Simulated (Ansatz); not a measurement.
Single points on the cluster Be2O2.

```yaml
crystal:
  periodic: [false, false, false]
  atoms:
    - {symbol: Be, position_ang: [1.252957, 0.219707, -0.020188]}
    - {symbol: Be, position_ang: [-1.252983, -0.219537, 0.020136]}
    - {symbol: O, position_ang: [0.168950, -0.961442, 0.026400]}
    - {symbol: O, position_ang: [-0.168914, 0.961272, -0.026347]}
basis:
  gaussian: {orbitals: def2-TZVP, initial_orbitals: start.molden}
magnetization: {spin_polarized: true, initial_magnetization: 4}
correlation: {method: mp2}
scf: {omitted_lower_state_checks: [starts]}
output: {orbitals: {seedname: orbitals}}
```

The file start.molden holds the orbitals of an earlier run on this structure, at another level or in another basis.

```sh
$ ansatz run in.yaml --threads 4 --pin off --events-out ev --progress --plain --max-ram 3916MiB
```

It prints (some lines left out):

```
Functional definition: HF
715 factors; integrals over basis functions are off by at most 1.0e-3 eV
mean field evaluation 1: about -4869.2665 eV, gradient 1.5e1 eV
mean field evaluation 2: about -4870.0008 eV, gradient 8.2e-1 eV
mean field evaluation 4: about -4870.6612 eV, gradient 3.3e0 eV
mean field evaluation 8: about -4870.9492 eV, gradient 2.6e-4 eV
mean field -4870.94917550 eV, -179.0040805517 hartree, gradient 2.1e-6 eV, S^2 6.025479; 0 other end points of the search recorded, 0 dependent functions left out
2 core orbitals not correlated: weight in the atoms' cores, before any rotation towards them, 1.000 or more for the frozen orbitals, at most 0.000 for the correlated occupied ones
reference -4870.94917550 eV, -179.0040805517 hartree; 12, 8 occupied and 86, 90 virtual orbitals, 715 factors
second order -13.24771549 eV of doubles, -0.00000000 eV of singles
Total energy: -4884.19689099 eV, -179.4909251162 hartree
Checks for a lower state left out: starts
```

Run time 0.5 s (4 threads of Arm Neoverse V1 on a shared host).

The first input with `hamiltonian: {xc: pbe}`, `correlation: {method: rpa}` and without the key `output` (abridged; 1 s):

```
Functional definition: PBE
mean field -4889.17208167 eV, -179.6737600014 hartree, gradient 1.6e-6 eV, S^2 6.008742
2 core orbitals not correlated: weight in the atoms' cores, before any rotation towards them, 1.000 or more for the frozen orbitals, at most 0.000 for the correlated occupied ones
Total energy: -4894.24450532 eV, -179.8601681325 hartree
Checks for a lower state left out: starts
```

First input, but with `hamiltonian: {xc: pbe, dispersion: d4}` and without the key `correlation` (abridged; 0.7 s):

```
Functional definition: PBE
mean field -4889.17209235 eV, -179.6737603939 hartree, gradient 1.6e-5 eV, S^2 6.008742
Total energy: -4889.22834139 eV, -179.6758275081 hartree
Checks for a lower state left out: starts
```

The first input with `hamiltonian: {xc: lda}` and without the key `correlation` (abridged; 0.4 s):

```
Functional definition: SPW92
mean field -4854.54568764 eV, -178.4012634915 hartree, gradient 2.6e-5 eV, S^2 6.006307
Total energy: -4854.54572783 eV, -178.4012649683 hartree
Checks for a lower state left out: starts
```

The first input with `hamiltonian: {xc: {name: B3LYP}, dispersion: d4}` and without the key `correlation` (abridged; 1 s):

```
Functional definition: B3LYP
mean field -4895.18732428 eV, -179.8948160901 hartree, gradient 2.3e-5 eV, S^2 6.022394
Total energy: -4895.27982702 eV, -179.8982155033 hartree
Checks for a lower state left out: starts
```

First input, but with `gaussian: {orbitals: def2-TZVPP, initial_orbitals: start.molden}`, `correlation: {method: ccsd_t}`, `scf: {omitted_lower_state_checks: [starts, cluster_reference]}` (abridged; 4.2 s):

```
Functional definition: HF
mean field -4870.94917550 eV, -179.0040805517 hartree, gradient 2.1e-6 eV, S^2 6.025479
2 core orbitals not correlated: weight in the atoms' cores, before any rotation towards them, 1.000 or more for the frozen orbitals, at most 0.000 for the correlated occupied ones
second order -13.24771549 eV of doubles, -0.00000000 eV of singles
cycle   1  -13.70691339 eV  change   -4.6e-1 eV  update   1.0e-1
cycle   2  -14.07968380 eV  change   -3.7e-1 eV  update   4.1e-2
cycle   3  -14.24246543 eV  change   -1.6e-1 eV  update   4.2e-2
cycle   4  -14.30639381 eV  change   -6.4e-2 eV  update   2.9e-2
cycle   5  -14.35600720 eV  change   -5.0e-2 eV  update   2.0e-2
cycle   6  -14.43287278 eV  change   -7.7e-2 eV  update   1.2e-2
cycle   7  -14.44446451 eV  change   -1.2e-2 eV  update   6.7e-3
cycle   8  -14.45062069 eV  change   -6.2e-3 eV  update   3.3e-3
cycle   9  -14.45263021 eV  change   -2.0e-3 eV  update   1.7e-3
cycle  10  -14.45184056 eV  change    7.9e-4 eV  update   5.6e-4
cycle  11  -14.45262981 eV  change   -7.9e-4 eV  update   2.5e-4
cycle  12  -14.45286430 eV  change   -2.3e-4 eV  update   1.0e-4
cycle  13  -14.45266941 eV  change    1.9e-4 eV  update   4.2e-5
cycle  14  -14.45267922 eV  change   -9.8e-6 eV  update   1.4e-5
perturbative correction -0.63212524 eV, -0.0232301740 hartree
Total energy: -4886.03397996 eV, -179.5584368908 hartree
Checks for a lower state left out: starts, cluster_reference
```

First input, but with `hamiltonian: {xc: r2scan, dispersion: d4}` and without the key `correlation` (abridged; 1.6 s):

```
Functional definition: r2SCAN
mean field -4892.68449483 eV, -179.8028388043 hartree, gradient 6.5e-6 eV, S^2 6.020686
Total energy: -4892.69665026 eV, -179.8032855082 hartree
Checks for a lower state left out: starts
```

Geometry: B3LYP-D4/def2-TZVP.

B3LYP takes the VWN-RPA correlation. Correlated methods freeze 2 core orbitals. At CCSD(T)/def2-TZVPP T1 of the charge 0 quintet is large (up to 0.058), so the single-reference result is doubtful. At PBE0-D4/def2-TZVP a singlet of charge 0 lies 6.31 eV below the quintet, each at its own geometry. The structure comes from a short search, and lower isomers may exist.
